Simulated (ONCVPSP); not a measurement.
## u(r) = r·R(r): atom against pseudo-atom (As)

Columns: radius, all-electron u(r) and pseudo u(r) of the 3d shell (level -41.81 eV) of arsenic in the configuration [Ne] 3s2 3p6 3d10 4s2 4p3; PW91, non-relativistic, ONCV scheme, ONCVPSP 4.0.1.

```json
{"r (bohr)": "0.060", "all-electron": "0.0601", "pseudo": "0.0195"}
{"r (bohr)": "0.120", "all-electron": "0.2738", "pseudo": "0.1389"}
{"r (bohr)": "0.180", "all-electron": "0.5501", "pseudo": "0.3867"}
{"r (bohr)": "0.240", "all-electron": "0.8044", "pseudo": "0.7044"}
{"r (bohr)": "0.300", "all-electron": "0.9979", "pseudo": "0.9920"}
{"r (bohr)": "0.360", "all-electron": "1.1241", "pseudo": "1.1780"}
{"r (bohr)": "0.420", "all-electron": "1.1897", "pseudo": "1.2493"}
{"r (bohr)": "0.480", "all-electron": "1.2067", "pseudo": "1.2403"}
{"r (bohr)": "0.540", "all-electron": "1.1886", "pseudo": "1.1978"}
{"r (bohr)": "0.600", "all-electron": "1.1467", "pseudo": "1.1472"}
{"r (bohr)": "0.660", "all-electron": "1.0895", "pseudo": "1.0895"}
{"r (bohr)": "0.720", "all-electron": "1.0237", "pseudo": "1.0237"}
{"r (bohr)": "0.780", "all-electron": "0.9538", "pseudo": "0.9538"}
{"r (bohr)": "0.840", "all-electron": "0.8830", "pseudo": "0.8830"}
{"r (bohr)": "0.900", "all-electron": "0.8133", "pseudo": "0.8133"}
{"r (bohr)": "0.960", "all-electron": "0.7462", "pseudo": "0.7462"}
{"r (bohr)": "1.020", "all-electron": "0.6824", "pseudo": "0.6824"}
{"r (bohr)": "1.080", "all-electron": "0.6224", "pseudo": "0.6224"}
{"r (bohr)": "1.140", "all-electron": "0.5666", "pseudo": "0.5666"}
{"r (bohr)": "1.200", "all-electron": "0.5148", "pseudo": "0.5148"}
{"r (bohr)": "1.260", "all-electron": "0.4672", "pseudo": "0.4672"}
{"r (bohr)": "1.320", "all-electron": "0.4235", "pseudo": "0.4235"}
{"r (bohr)": "1.380", "all-electron": "0.3835", "pseudo": "0.3835"}
{"r (bohr)": "1.440", "all-electron": "0.3471", "pseudo": "0.3471"}
{"r (bohr)": "1.500", "all-electron": "0.3139", "pseudo": "0.3139"}
{"r (bohr)": "1.560", "all-electron": "0.2837", "pseudo": "0.2837"}
```

(1) How many radial nodes do the two functions have?

(2) At about which radius was the pseudo-wave matched?

(3) Is the pseudo-wave norm-conserving?

Results:

(1) The all-electron 3d function has n − l − 1 = 0; the pseudo-wave has 0.

(2) 0.65 bohr, where the columns begin to agree (steps of 0.06 bohr).

(3) Yes: the ONCV scheme keeps the norm inside the radius equal to the all-electron one, which fixes the energy derivative of the logarithmic derivative at the level.
